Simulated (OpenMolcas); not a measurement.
# Ne II: effect of the IPEA shift

```yaml
Program: OpenMolcas 26.06
Basis: ANO-RCC-VTZP [4s3p2d1f]
Scalar_Hamiltonian: DKH2, point nucleus
Active_space: 7 electrons in 4 orbitals (2s 2p)
State_averaging: 2S+1 = 2 odd, 3 roots; 2S+1 = 2 even, 1 root
Spin-orbit_coupling: RASSI with atomic mean-field integrals over the reference wave functions, term energies averaged over their components
```

Methods on the same reference wave functions:
A. CASSCF
B. SS-CASPT2, IPEA 0 Eh, imaginary shift 0.1 Eh (closed shells correlated: 1s)
C. SS-CASPT2, IPEA 0.25 Eh, imaginary shift 0.1 Eh (closed shells correlated: 1s)

Energies in cm-1 above 2s2 2p5 2P* 3/2, the measured ground level; measured values from NIST Handbook of Basic Atomic Spectroscopic Data.

| Level | A | B | C | Measured |
| --- | --- | --- | --- | --- |
| 2s2 2p5 2P* 3/2 | 0.0 | 0.0 | 0.0 | 0.0 |
| 2s2 2p5 2P* 1/2 | 773 | 773 | 773 | 780 |
| 2s 2p6 2S 1/2 | 239218 | 220668 | 221438 | 217048 |

Deviations, from unrounded energies. A percentage is the sum of absolute deviations over the sum of measured energies, with the sign that they share, or ± where signs differ.

| Against measurement | Levels | A | B | C |
| --- | --- | --- | --- | --- |
| mean absolute deviation (cm-1) | 2 | 11000 | 1800 | 2200 |
| fine structure of the ground term (%) | 1 | -1.0 | -1.0 | -1.0 |
| other configurations (%) | 1 | +10.2 | +1.7 | +2.0 |

B lies closest to measurement on these levels and A furthest from it. The largest miss of B in the table is 2s 2p6 2S 1/2, by +3600 cm-1. The ranking rests on the paired levels alone, and a cruder setting can come out closer through cancelling errors.

Between B and C the level of the table that moves most is 2s 2p6 2S 1/2, by 770 cm-1 (lowest in B, highest in C).

The lowest spin-free term lies below A's lowest term by 0.222 hartree in B, 0.220 hartree in C.

Without dynamic correlation excited terms often stand tens of per cent too high (terms of higher spin than the ground term too low), and those without a measured partner can miss by more than the paired ones (holds for A). Measured partners are found by configuration, term and J. A level has none where our copy of the source lacks it or the pairing is in doubt (some pairs that miss far off the trend of their configuration count as doubtful), and it then counts in no deviation. Only configurations of the active space appear.

* marks odd parity.
